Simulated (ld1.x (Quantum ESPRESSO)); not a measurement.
# Reading a pseudo-wave (Zn)

Columns: radius, all-electron u(r) and pseudo u(r) of the 4s shell (level -7.40 eV) of zinc in the configuration [Ar] 3d10 4s1 4p1; PBE, scalar-relativistic, ultrasoft scheme, ld1.x (Quantum ESPRESSO) 7.5.

```
r (bohr)  all-electron   pseudo
   0.168       -0.1712  -0.0953
   0.335        0.1342  -0.1878
   0.503        0.2899  -0.2765
   0.670        0.1993  -0.3587
   0.838        0.0087  -0.4336
   1.005       -0.1879  -0.4991
   1.172       -0.3549  -0.5549
   1.340       -0.4833  -0.6005
   1.508       -0.5739  -0.6355
   1.675       -0.6317  -0.6597
   1.842       -0.6636  -0.6736
   2.010       -0.6752  -0.6774
   2.178       -0.6712  -0.6713
   2.345       -0.6557  -0.6557
   2.512       -0.6321  -0.6321
   2.680       -0.6027  -0.6027
   2.848       -0.5695  -0.5695
   3.015       -0.5345  -0.5345
   3.182       -0.4986  -0.4986
   3.350       -0.4625  -0.4625
   3.518       -0.4271  -0.4271
   3.685       -0.3931  -0.3931
   3.852       -0.3605  -0.3605
   4.020       -0.3296  -0.3296
   4.188       -0.3004  -0.3004
   4.355       -0.2734  -0.2734
```

Question: How many radial nodes do the two functions have?

Answer: The all-electron 4s function has n − l − 1 = 3 (the table is too coarse to show those close to the nucleus); the pseudo-wave has 0, since the states of the same l below it are removed with the core.

Question: At about which radius was the pseudo-wave matched?

Answer: 2.30 bohr, where the columns begin to agree (steps of 0.17 bohr).

Question: Where does each function peak?

Answer: Outermost all-electron maximum near 2.01 bohr, pseudo maximum near 2.01 bohr (to the table’s step).

Question: Is the pseudo-wave norm-conserving?

Answer: No, it belongs to an ultrasoft set: the norm inside the radius is not constrained, and the difference is carried by the augmentation charge.
